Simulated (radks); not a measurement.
Question: Valence configurations of Hf2+ (all share [Xe]). Method: Dirac Kohn-Sham, PBE, spin-unpolarised, spherical densities, finite nucleus; open shells fill j = l - 1/2 first; Fermi nuclear charge, rms radius 5.347 fm; computed with a radial shooting solver on a logarithmic mesh with Libxc functionals. Order these by energy: 4f13.5 5d2.5; 4f13.5 5d2 6s0.5; 4f12 5d2 6p2; 4f13 5d1.5 6p1.5; 4f14 5d1 6p1; 4f14 5d1.5 6p0.5; 4f13 5d2 6s1; 4f13.5 5d2 6p0.5; 4f14 5d2; 4f12 5d4.

Answer: From the lowest, in eV above it: 4f14 5d2 0.000; 4f14 5d1.5 6p0.5 2.316; 4f14 5d1 6p1 4.963; 4f13.5 5d2.5 7.722; 4f13.5 5d2 6s0.5 7.799; 4f13.5 5d2 6p0.5 10.337; 4f13 5d2 6s1 17.887; 4f13 5d1.5 6p1.5 26.884; 4f12 5d4 40.691; 4f12 5d2 6p2 57.253. NIST lists [Xe] 4f14 5d2 as the ground configuration; this level of theory agrees among the configurations tried. The energies are those of spherical spin-averaged densities, not of single terms.
